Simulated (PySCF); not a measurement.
Compound: C2H7FNSi2 (doublet state).
Numbering: `[CH2:1]=[N:2][Si:3]([F:4])[SiH2:5][CH3:6]` (hydrogens: H7, H8 on C1; H9, H10 on Si5; H11, H12, H13 on C6)

Geometry (GFN2-xTB, Å), atoms numbered from 1 in this order:
```xyz
13
C2H7FNSi2 angstrom
C      3.3729   -0.0138    0.0566
N      2.3920   -0.7475   -0.3577
Si     0.7400   -0.6668   -0.4524
F      0.3376   -1.9761   -1.3272
Si    -1.0106    0.7964   -0.3161
C     -2.6273   -0.1747   -0.0747
H      3.2842    1.0270    0.3486
H      4.3541   -0.4621    0.0942
H     -1.1703    1.6796   -1.4893
H     -0.7874    1.6668    0.8531
H     -2.8387   -0.8061   -0.9335
H     -2.5784   -0.8175    0.8004
H     -3.4724    0.4951    0.0577
```

The hyperfine couplings belong to this conformer and change with its torsions.

Theory: UKS B3LYP, pcH-1 on C F H N Si, non-relativistic, mean-field spin-orbit, GIAO in PySCF. The structure is a single GFN2-xTB conformer in the gas phase; no vibrational or solvent corrections. Couplings are sensitive to structure, and on GFN2-xTB geometries they can be far from those on DFT ones, by a factor of two or more for some ions and for spin on atoms past the first row. No stability test was run, so a lower SCF solution isn't excluded.

Largest spin populations (Mulliken): Si3 (+0.69), C1 (+0.39) and N2 (-0.14). The positive populations add up to 1.18 and the negative ones to -0.18, together 2S = 1. The angles at Si3 add up to 357.1°, so it is nearly planar.

Task: McConnell's relation a(H) = Q·ρ ties the coupling of a proton on a planar π carbon to the spin population of that carbon. What Q do the computed values give?

Result: 
| H | C | ρ(C) | a(H) (G) | a/ρ (G) |
| --- | --- | --- | --- | --- |
| H7 | C1 | +0.393 | -9.40 | -23.9 |
| H8 | C1 | +0.393 | -10.00 | -25.5 |

These protons share one ρ (within 0.01), so their mean ratio, Q = -24.7 G, is no test of linearity. In McConnell's picture π spin on carbon polarises the C–H bond and leaves opposite spin at the proton, which makes Q negative, as found here.

Couplings in gauss use g_iso = 2.0026.

Hardware: Arm Neoverse V2, one thread, shared host with 96 logical CPUs at a one-minute load of 80. Cost: 68 s wall (with the writing of density and orbital grids), 0.79 GiB resident at most.
